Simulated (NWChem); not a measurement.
System: C$_{2}$H$_{8}$Si; SMILES C[SiH2]C

All runs: NWChem. Pople sets run with spherical d functions. Each level has its own optimisation. Computed dipoles belong to the equilibrium geometry; the measured one is vibrationally averaged.

Measured dipole moment: 0.75 D (NIST CCCBDB, as tabulated in the package chemicals).

### Question
Which of these levels lies farthest from the measured value, and how do the others fare: LDA (Slater exchange, VWN5)/def2-SVP; B3LYP/6-31G*; PBE/def2-SVP; Hartree-Fock/6-31G*; PBE0/def2-SVP; BLYP/def2-SVP; Hartree-Fock/3-21G; Hartree-Fock/STO-3G?

### Answer
Hartree-Fock/STO-3G.
```tsv
level	dipole moment (D)	computed − measured
Hartree-Fock/STO-3G	0.06	-0.69
Hartree-Fock/3-21G	0.65	-0.10
Hartree-Fock/6-31G*	0.68	-0.07
B3LYP/6-31G*	0.81	+0.06
LDA (Slater exchange, VWN5)/def2-SVP	0.89	+0.14
PBE/def2-SVP	0.82	+0.07
BLYP/def2-SVP	0.78	+0.03
PBE0/def2-SVP	0.80	+0.05
```
